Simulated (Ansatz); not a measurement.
Relaxation of CH5BClNO (10 atoms, charge 0, multiplicity 1), to a largest force component of 0.015 eV/Å in at most 40 steps.

The calculation used RKS PBE/STO-3G in Ansatz 0.2.0.

```xyz
10
Properties=species:S:1:pos:R:3
N -1.542 0.370 0.460
B -0.163 0.568 -0.044
Cl 0.629 2.225 -0.003
C 0.702 -0.679 -0.618
O 1.785 -0.931 0.126
H -1.610 0.755 1.440
H -2.151 1.081 -0.100
H 0.007 -1.569 -0.621
H 0.927 -0.460 -1.621
H 2.614 -0.576 -0.357
```

Question: Where does it end, and by what steps?

Answer: The run converged. Limits of this set-up: minimal basis. After 14 steps the energy has fallen by 2.284 eV; H7 moved furthest, 1.29 Å.

```
step  energy less start (eV)  largest force component (eV/Å)  accepted
   0                  0.0000                           5.768       yes
   1                 -0.5939                           2.296       yes
   2                 -0.7965                           0.871       yes
   3                 -1.0045                           1.684       yes
   4                 -1.2691                           2.214       yes
   5                 -1.5423                           1.917       yes
   6                 -1.8946                           1.194       yes
   7                 -2.1020                           0.676       yes
   8                 -2.1831                           1.564       yes
   9                 -2.2028                           1.853       yes
  10                 -2.2656                           0.336       yes
  11                 -2.2796                           0.144       yes
  12                 -2.2830                           0.105       yes
  13                 -2.2835                           0.030       yes
  14                 -2.2836                           0.012       yes
```

```xyz
10
Properties=species:S:1:pos:R:3
N -1.335 0.674 0.483
B -0.050 0.635 -0.054
Cl 1.033 2.063 0.243
C 0.572 -0.624 -0.806
O 1.690 -1.175 0.018
H -1.718 1.473 1.041
H -2.020 -0.108 0.369
H -0.165 -1.455 -0.900
H 0.913 -0.375 -1.847
H 2.278 -0.323 0.117
```

Whether the end is a true minimum wasn't checked by a vibrational analysis.

Time of the run: 37 s on 1 thread of Arm Neoverse V2, with other jobs on the host, peak memory 0.17 GiB.
